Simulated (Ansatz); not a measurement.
Species: [W(OH)6] (charge 0, multiplicity 1), formula H$_{6}$O$_{6}$W.

Question: How many basis functions does frozen-core CCSD(T)/def2-TZVPP // PBE-D3(BJ)/def2-SVP (Ansatz, a first-principles code) use, how many core orbitals are frozen, and how many electrons are correlated?

Answer: 326 basis functions and 6 frozen orbitals, which leaves 56 correlated electrons. Core time is of the order of hours.
